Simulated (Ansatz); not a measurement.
Cost and result up the ladder for (HAlTe)4 cubane (Al₄Te₄H₄) (12 atoms). Charge 0, multiplicity 1. Geometry: PBE-D4/def2-SVP.

```
atom   x (Å)   y (Å)   z (Å)
 Al1   1.471   1.174  -0.820
  H2   2.613   2.084  -1.455
 Te3   0.899  -1.116  -2.121
 Al4  -1.527  -0.229  -1.353
  H5  -2.711  -0.406  -2.402
 Te6  -0.969   2.295  -0.589
 Al7  -0.721   0.895   1.701
  H8  -1.280   1.591   3.020
 Te9   1.904   0.284   1.687
Al10   0.777  -1.841   0.472
 H11   1.379  -3.269   0.838
Te12  -1.834  -1.463   1.023
```

Ansatz on 4 threads of Arm Neoverse V2 on a shared host. Times are rough, and most runs start from the orbitals of an earlier one. PBE0-D4/def2-TZVP serves as the yardstick here, not as an exact answer. Differences are given only for rows in sets of like size (and for xTB, whose basis is part of the method), since another set adds its own error. Binding counts from free atoms at the same level (Al doublet, H doublet, Te triplet; other spins of the atoms weren't run), without zero-point energy or a counterpoise term.

In the def2 sets Te takes a core potential; there is no spin–orbit coupling. HSE06 is defined as in plane-wave codes, on full-range PBE exchange. Correlated methods freeze 36 core orbitals; core or outer-core shells of Te are correlated, in sets that lack core-valence functions. The rows differ in basis, and correlated rows in double-zeta sets carry the largest basis error.

Correlated methods converge slowly with the basis, most of all in double-zeta sets.

| level | functions | wall time | binding energy per atom (eV) | difference from PBE0-D4/def2-TZVP (eV) |
| --- | --- | --- | --- | --- |
| PBE-D4/def2-SVP | 196 | 5.5 s | 3.00 | – |
| MP2/def2-SVP | 196 | 7 s | 2.78 | – |
| PBE0-D4/def2-SVP | 196 | 7.5 s | 2.98 | – |
| PBE-D4/def2-TZVP | 372 | 12 s | 2.98 | 0.01 |
| r2SCAN-D4/def2-TZVP | 372 | 22 s | 2.98 | 0.01 |
| HSE06-D4/def2-TZVP | 372 | 26 s | 2.98 | 0.00 |
| PBE0-D4/def2-TZVP (with forces) | 372 | 41 s | 2.98 | 0.00 |
| B97M-V/def2-TZVP | 372 | 45 s | 2.96 | -0.02 |
